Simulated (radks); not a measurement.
Charge is removed step by step from the 5p down level of neutral cerium, starting from [Kr] 4d10 4f1 5s2 5p(up 3, down 3) 5d1 6s2. All-electron calculation, non-relativistic Kohn-Sham, TPSS, spin-polarised, spherical densities, point nucleus; open shells are filled with parallel spins first (spin-orbit coupling, left out, can overturn this in heavy ions); meta-GGA in the generalised Kohn-Sham scheme; relativity is left out, which matters for an element this heavy. Program: a radial shooting solver on a logarithmic mesh with Libxc functionals.

[
 {"removed (e)": "0", "E - E(0) (eV)": "0.000", "eigenvalue (eV)": "-22.877", "E minus straight line (eV)": "0.000"},
 {"removed (e)": "0.125", "E - E(0) (eV)": "2.923", "eigenvalue (eV)": "-23.904", "E minus straight line (eV)": "-0.477"},
 {"removed (e)": "0.25", "E - E(0) (eV)": "5.977", "eigenvalue (eV)": "-24.960", "E minus straight line (eV)": "-0.823"},
 {"removed (e)": "0.375", "E - E(0) (eV)": "9.164", "eigenvalue (eV)": "-26.041", "E minus straight line (eV)": "-1.036"},
 {"removed (e)": "0.5", "E - E(0) (eV)": "12.488", "eigenvalue (eV)": "-27.146", "E minus straight line (eV)": "-1.113"},
 {"removed (e)": "0.625", "E - E(0) (eV)": "15.952", "eigenvalue (eV)": "-28.271", "E minus straight line (eV)": "-1.050"},
 {"removed (e)": "0.75", "E - E(0) (eV)": "19.557", "eigenvalue (eV)": "-29.416", "E minus straight line (eV)": "-0.845"},
 {"removed (e)": "0.875", "E - E(0) (eV)": "23.307", "eigenvalue (eV)": "-30.578", "E minus straight line (eV)": "-0.495"},
 {"removed (e)": "1", "E - E(0) (eV)": "27.202", "eigenvalue (eV)": "-31.756", "E minus straight line (eV)": "0.000"}
]

Removing the whole electron costs 27.202 eV by Delta-SCF, against 22.877 eV from minus the eigenvalue at the starting occupation. Slater's transition state (half an electron removed) gives 27.146 eV. Integrating minus the eigenvalue over the occupation (Janak's theorem) gives 27.202 eV. The mean slope of the eigenvalue, de/dn, is 8.88 eV per electron.
